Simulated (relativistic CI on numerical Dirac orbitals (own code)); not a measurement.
One change at a time: Cd³³⁺

Base calculation: Dirac-Coulomb-Breit CI, separate exchange-only KLI orbitals for each configuration, model QED, unscaled Slater integrals.

Configuration list (outside the closed core [Ne]): 3s²3p³, 3s3p⁴, 3s²3p²3d, 3p⁵, 3s3p³3d, 3p⁴3d, 3s3p²3d², 3s²3p3d4p, 3p⁴4s, 3s3p²3d4s, 3p⁴4p, 3s²3p²4s, 3s²3p²4p, 3p³3d4p, 3s²3p²4d, 3s3p³4s, 3s²3p²4f, 3s3p³4p, 3s3p³4d, 3s3p³4f, 3s²3p²5s, 3s²3p²5p, 3s²3p4s4p, 3s²3p²5d, 3s²3p²5f, 3s²3p²5g, 3s3p²4s², 3s3p³5s, 3s²3p3d², 3s²3d³, 3s3p3d³, 3s²3d²4s, 3s²3d²4p, 3s²3d²4d, 3p³3d², 3p²3d³, 3p²3d²4s, 3p²3d²4p, 3p²3d²4d, 3s²3p3d4s, 3s3p3d²4s, 3s²3d4s², 3s²3d4s4p, 3s²3d4s4d, 3s3p²3d4p, 3s3p3d²4p, 3s3p3d4s4p, 3s3p3d4p², 3s3p3d4p4d, 3p³3d4s, 3p²3d4s², 3p²3d4s4p, 3p²3d4s4d, 3s²3p4s², 3s3p3d4s², 3s²4s²4p, 3s²4s²4d, 3s²3p4p², 3s²3d4p², 3s²4s4p², 3s²4p³, 3s²4p²4d, 3s3p²4s4p, 3s3p4s²4p, 3s3p4s4p², 3s3p4s4p4d. Double excitations out of closed p, d and f shells are left out; levels of such configurations are missing from the list, as are those of other unlisted configurations, and high levels can miss mixing partners. These lack a partner that the ground configuration has and come out too high: 3s²3p²4f, 3s3p³4d, 3s3p³4f, 3s²3p²5s, 3s²3p²5p.

The lowest level and the first level of each name with at least 55 % of one term (blank where a level has no safe partner in the second run):

| Level | Base (cm⁻¹) | Shift (cm⁻¹) |
| --- | --- | --- |
| 3s²3p³ ²P°3/2 | 0 | 0 |
| 3s²3p³ ²D°5/2 | 368586 | +6362 |
| 3s²3p³ ²P°1/2 | 439304 | +5008 |
| 3s3p⁴ ⁴P5/2 | 1002427 | +1279 |
| 3s²3p²3d ⁴D1/2 | 1362469 | +7671 |
| 3s²3p²3d ²P1/2 | 1735194 | +9893 |
| 3s3p³3d ⁶D°3/2 | 2041436 | +3411 |
| 3s3p³3d ⁶D°1/2 | 2041526 | +2796 |
| 3s3p³3d ⁶D°9/2 | 2114117 | +8514 |
| 3s3p³3d ⁴F°7/2 | 2370023 | +11500 |

At this charge energies of transitions that change n are usually good to better than 1 %, and those within a shell (Δn = 0) to a few per cent.

Problem. One thing was changed in a second run, which moved the levels as shown. Which?
A. QED terms removed
B. one mean potential for all configurations
C. Breit term removed
D. configuration mixing switched off

Solution. C. Breit term removed. The Breit term mainly narrows fine-structure intervals, so removing it widens them.

LS names give the leading component of a level, which can be under half, so a name can repeat, a term be missing and a line seem to break the LS rules.
